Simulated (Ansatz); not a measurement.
Relaxation of H2S2SeSn (6 atoms, charge 0, multiplicity 1), to a largest force component of 0.015 eV/Å in at most 40 steps.

The calculation used RKS PBE0-D4/def2-SVP in Ansatz.

```xyz
6
Properties=species:S:1:pos:R:3:forces:R:3
Se -0.442 1.418 -1.580 -1.67 -0.04 0.24
Sn 0.344 0.153 0.431 0.13 -0.13 1.04
S 1.508 1.615 1.971 -0.24 -0.23 -0.05
S -0.583 1.077 2.508 0.40 -0.25 -0.58
H -1.919 1.430 -1.050 1.63 -0.03 -0.52
H 0.838 -1.534 0.444 -0.25 0.69 -0.13
```

**Question.** Where does it end, and by what steps?

**Answer.** The run converged. The force dipped under the threshold on the way, but the program's further checks kept it going. After 16 steps the energy has fallen by 0.268 eV; H5 moved furthest, 0.89 Å.

```json
{"step": "0", "energy less start (eV)": "0.0000", "largest force component (eV/Å)": "1.674", "accepted": "yes"}
{"step": "1", "energy less start (eV)": "-0.1626", "largest force component (eV/Å)": "0.529", "accepted": "yes"}
{"step": "2", "energy less start (eV)": "-0.1787", "largest force component (eV/Å)": "0.058", "accepted": "yes"}
{"step": "3", "energy less start (eV)": "-0.1958", "largest force component (eV/Å)": "0.191", "accepted": "yes"}
{"step": "4", "energy less start (eV)": "-0.1826", "largest force component (eV/Å)": "0.914", "accepted": "no"}
{"step": "5", "energy less start (eV)": "-0.2111", "largest force component (eV/Å)": "0.100", "accepted": "yes"}
{"step": "6", "energy less start (eV)": "-0.2219", "largest force component (eV/Å)": "0.256", "accepted": "yes"}
{"step": "7", "energy less start (eV)": "-0.2371", "largest force component (eV/Å)": "0.188", "accepted": "yes"}
{"step": "8", "energy less start (eV)": "-0.2536", "largest force component (eV/Å)": "0.142", "accepted": "yes"}
{"step": "9", "energy less start (eV)": "-0.2658", "largest force component (eV/Å)": "0.027", "accepted": "yes"}
{"step": "10", "energy less start (eV)": "-0.2612", "largest force component (eV/Å)": "0.231", "accepted": "no"}
{"step": "11", "energy less start (eV)": "-0.2667", "largest force component (eV/Å)": "0.016", "accepted": "yes"}
{"step": "12", "energy less start (eV)": "-0.2666", "largest force component (eV/Å)": "0.159", "accepted": "no"}
{"step": "13", "energy less start (eV)": "-0.2673", "largest force component (eV/Å)": "0.009", "accepted": "yes"}
{"step": "14", "energy less start (eV)": "-0.2674", "largest force component (eV/Å)": "0.076", "accepted": "yes"}
{"step": "15", "energy less start (eV)": "-0.2675", "largest force component (eV/Å)": "0.034", "accepted": "yes"}
{"step": "16", "energy less start (eV)": "-0.2676", "largest force component (eV/Å)": "0.001", "accepted": "yes"}
```

```xyz
6
Properties=species:S:1:pos:R:3
Se -0.882 0.823 -1.617
Sn 0.286 0.096 0.484
S 1.239 1.790 1.885
S -0.631 0.806 2.580
H -1.300 2.069 -0.953
H 1.035 -1.424 0.345
```

Whether the end is a true minimum wasn't checked by a vibrational analysis.

Time of the run: 39 s on 2 threads of INTEL(R) XEON(R) PLATINUM 8581C CPU @ 2.10GHz (Emerald Rapids), on a shared host, peak memory 0.3 GiB.
